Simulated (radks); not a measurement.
Results of a calculation; reference values are marked as such.
Valence configurations of neutral osmium (all share [Xe]). Code: a radial shooting solver on a logarithmic mesh with Libxc functionals. Model: Dirac Kohn-Sham, PBEsol, spin-unpolarised, spherical densities, finite nucleus; open shells fill j = l - 1/2 first; Fermi nuclear charge, rms radius 5.4126 fm. Order these by energy: 4f14 5d6.5 6s1.5; 4f13 5d7 6s2; 4f13.5 5d6 6s2 6p0.5; 4f14 5d6 6s2; 4f14 5d5.5 6s2 6p0.5; 4f14 5d6 6s1.5 6p0.5; 4f14 5d7 6s1; 4f14 5d8; 4f14 5d5 6s2 6p1; 4f14 5d4 6s2 6p2.

Answer. From the lowest, in eV above it: 4f14 5d6 6s2 0.000; 4f14 5d6.5 6s1.5 0.313; 4f14 5d7 6s1 0.818; 4f14 5d5.5 6s2 6p0.5 2.254; 4f14 5d6 6s1.5 6p0.5 2.269; 4f14 5d8 2.324; 4f14 5d5 6s2 6p1 4.966; 4f14 5d4 6s2 6p2 11.815; 4f13.5 5d6 6s2 6p0.5 25.906; 4f13 5d7 6s2 49.007. NIST lists [Xe] 4f14 5d6 6s2 as the ground configuration; this level of theory agrees among the configurations tried. The energies are those of spherical spin-averaged densities, not of single terms.
